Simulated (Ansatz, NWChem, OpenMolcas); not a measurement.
**PbS (SMILES [S][Pb]): the energy, rung by rung**

PbS has 2 atoms, charge 0, and is taken as a singlet. As SMILES, `[S][Pb]`. The bond length is the measured one.

```
atom   x (Å)   y (Å)   z (Å)
   S  0.0000  0.0000  0.0000
  Pb  0.0000  0.0000  2.2869
```

Each level gives the energy change with the S1–Pb2 bond stretched from 2.287 to 2.630 Å (eV). The values are calculated.

```
                                            level                    kind     program  value (eV)
  revPBE/def2-TZVPP (core potential) (restricted)                     GGA      Ansatz        0.57
  r2SCAN/def2-TZVPP (core potential) (restricted)                meta-GGA      Ansatz        0.74
   B3LYP/def2-TZVPP (core potential) (restricted)           global hybrid  OpenMolcas        0.67
   wB97X/def2-TZVPP (core potential) (restricted)  range-separated hybrid      NWChem        1.00
  B2PLYP/def2-TZVPP (core potential) (restricted)           double hybrid  OpenMolcas        0.63
RPA@PBE0/def2-TZVPP (core potential) (restricted)                     RPA      Ansatz        0.67
     MP2/def2-TZVPP (core potential) (restricted)     perturbation theory      NWChem        0.77
    CCSD/def2-TZVPP (core potential) (restricted)   coupled cluster or CI      Ansatz        0.82
```

The first shape isn't each level's own minimum. The values span 0.57 to 1.00 eV.
